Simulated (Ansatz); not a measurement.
`C[SiH2][SiH2]F` + `C[O][SnH]([OH])[Cl]` → `CO[SiH2]C` + `[OH][SnH]([Cl])[SiH2]F`  (redistribution)

Gas-phase electronic energies from Ansatz, PBE0-D4/def2-TZVP geometries. CCSD(T)/CBS adds triple-zeta CCSD(T) − MP2 to the extrapolated MP2 energy (def2 sets, frozen cores). DFT in def2-TZVPP. Elements past krypton have def2 core potentials. For Sn outer-core shells are correlated without core-valence functions, which leaves a few kJ/mol of doubt a bond. One conformer a species, not always the lowest.

CCSD(T)/CBS gives -21.3 kcal/mol.

Task: Another level gave -22.7 kcal/mol. Which?
A. HF/def2-TZVPP
B. PBE-D4/def2-TZVPP
C. MP2/def2-TZVPP
D. r2SCAN-D4/def2-TZVPP

Result: C. MP2/def2-TZVPP -22.7, r2SCAN-D4 -21.6, PBE-D4 -20.0, HF/def2-TZVPP -24.8 kcal/mol.

Largest T1 diagnostic among the species: 0.013.

In def2-TZVPP, CCSD(T) changes the Hartree–Fock value by +3.5 kcal/mol (the triples alone add +0.9 kcal/mol) and MP2 by +2.2 kcal/mol. From PBE to PBE0 (25 % exact exchange), in def2-TZVPP and without D4, ΔE moves by −1.5 kcal/mol.
